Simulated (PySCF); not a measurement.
fluorine atom (F), doublet; CASSCF(7,5)/6-31G (PySCF).

Here is a job for PySCF.
```python
from pyscf import gto, scf, mcscf
import numpy

mol = gto.M(
    atom='''
F     0.00000000    0.00000000    0.00000000
''',
    basis='6-31g',
    spin=1,
    verbose=4,
)

mf = scf.ROHF(mol)
mf.kernel()
mc = mcscf.CASSCF(mf, 5, 7)
mc.fix_spin_(ss=0.75)
mc.kernel()
occ = numpy.linalg.eigvalsh(mc.fcisolver.make_rdm1(mc.ci, mc.ncas, mc.nelecas))[::-1]
ss = mc.fcisolver.spin_square(mc.ci, mc.ncas, mc.nelecas)[0]
print('natural occupations', occ.round(4), ' <S^2>', round(ss, 4))
```

Output, abridged:

```
PySCF version 2.14.0

[INPUT] verbose = 4
[INPUT] num. atoms = 1
[INPUT] num. electrons = 9
[INPUT] charge = 0
[INPUT] spin (= nelec alpha-beta = 2S) = 1
[INPUT] symmetry False subgroup None
[INPUT] Mole.unit = angstrom
[INPUT] Symbol           X                Y                Z      unit          X                Y                Z       unit  Magmom
[INPUT]  1 F      0.000000000000   0.000000000000   0.000000000000 AA    0.000000000000   0.000000000000   0.000000000000 Bohr   0.0

nuclear repulsion = 0
number of shells = 5
number of NR pGTOs = 22
number of NR cGTOs = 9
basis = 6-31g
ecp = {}

******** <class 'pyscf.scf.rohf.ROHF'> ********
method = ROHF
initial guess = minao
damping factor = 0
level_shift factor = 0
DIIS = <class 'pyscf.scf.diis.CDIIS'>
diis_start_cycle = 1
diis_space = 8
diis_damp = 0
SCF conv_tol = 1e-09
SCF conv_tol_grad = None
SCF max_cycles = 50
direct_scf = True
direct_scf_tol = 1e-13
num. doubly occ = 4  num. singly occ = 1
Set gradient conv threshold to 3.16228e-05
init E= -98.9952075031685
  HOMO = -0.614591153096211  LUMO = 1.41751195876496  gap/eV = 55.29634
cycle= 1 E= -99.3573303575687  delta_E= -0.362  |g|= 0.0945  |ddm|= 0.621
  HOMO = -0.369882613752435  LUMO = 1.42931591321683  gap/eV = 48.95869
cycle= 2 E= -99.3598982636037  delta_E= -0.00257  |g|= 0.0456  |ddm|= 0.0678
  HOMO = -0.34391484518205  LUMO = 1.44454041360369  gap/eV = 48.66635
cycle= 3 E= -99.3602046207739  delta_E= -0.000306  |g|= 0.00597  |ddm|= 0.0177
  HOMO = -0.344049579775637  LUMO = 1.44436322809876  gap/eV = 48.66519
cycle= 4 E= -99.3602181318811  delta_E= -1.35e-05  |g|= 0.000295  |ddm|= 0.00518
  HOMO = -0.343977055176057  LUMO = 1.44439022425157  gap/eV = 48.66395
cycle= 5 E= -99.3602181650344  delta_E= -3.32e-08  |g|= 4.65e-05  |ddm|= 0.000214
  HOMO = -0.343970394294839  LUMO = 1.44440151704776  gap/eV = 48.66408
cycle= 6 E= -99.3602181658991  delta_E= -8.65e-10  |g|= 4.42e-07  |ddm|= 4.12e-05
  HOMO = -0.343969941869317  LUMO = 1.44440146111916  gap/eV = 48.66406
Extra cycle  E= -99.3602181658993  delta_E= -1.42e-13  |g|= 2.06e-07  |ddm|= 4.06e-07
converged SCF energy = -99.3602181658993

******** <class 'pyscf.mcscf.mc1step.CASSCF'> ********
CAS (4e+3e, 5o), ncore = 1, nvir = 3
max_cycle_macro = 50
max_cycle_micro = 4
conv_tol = 1e-07
conv_tol_grad = None
orbital rotation max_stepsize = 0.02
orbital rotation threshold for CI restart = 0.01
augmented hessian ah_max_cycle = 30
augmented hessian ah_conv_tol = 1e-12
augmented hessian ah_linear dependence = 1e-14
augmented hessian ah_level shift = 1e-08
augmented hessian ah_start_tol = 2.5
augmented hessian ah_start_cycle = 3
augmented hessian ah_grad_trust_region = 3
kf_trust_region = 3
kf_interval = 4
ci_response_space = 4
ci_grad_trust_region = 3
with_dep4 0
natorb = False
canonicalization = True
sorting_mo_energy = False
ao2mo_level = 2
internal_rotation = False
******** <class 'pyscf.fci.addons.SpinPenaltyFCISolver'> ********
max. cycles = 50
conv_tol = 1e-08
davidson only = True
linear dependence = 1e-12
level shift = 0.001
max iter space = 12
nroots = 1
pspace_size = 400
spin = None
CASCI E = -99.3708700201795  S^2 = 0.7500000
Set conv_tol_grad to 0.000316228
macro iter   1 (  7 JK    2 micro), CASSCF E = -99.3709117282826  dE = -4.17081030e-05  S^2 = 0.7500000
               |grad[o]|=0.00522  |grad[c]|= 0.01  |ddm|=0.000676  |maxRot[o]|=0.0699
macro iter   2 (  6 JK    2 micro), CASSCF E = -99.3709240106639  dE = -1.22823813e-05  S^2 = 0.7500000
               |grad[o]|=0.00294  |grad[c]|=0.0057  |ddm|=0.000582  |maxRot[o]|= 0.05
macro iter   3 (  3 JK    1 micro), CASSCF E = -99.3709248362622  dE = -8.25598335e-07  S^2 = 0.7500000
               |grad[o]|=0.000853  |grad[c]|=0.000853  |ddm|=0.000193  |maxRot[o]|=0.015
macro iter   4 (  3 JK    1 micro), CASSCF E = -99.3709248518921  dE = -1.56299222e-08  S^2 = 0.7500000
               |grad[o]|=9.62e-05  |grad[c]|=0.000123  |ddm|=1.48e-05  |maxRot[o]|=0.00211
1-step CASSCF converged in   4 macro ( 19 JK   6 micro) steps
CASSCF canonicalization
Density matrix diagonal elements [1.99989145 1.99366135 1.99995149 1.         0.00649572]
CASSCF energy = -99.3709248518921
CASCI E = -99.3709248518921  E(CI) = -24.8089528090977  S^2 = 0.7500000
natural occupations [2.     1.9999 1.9937 1.     0.0065]  <S^2> 0.75
```
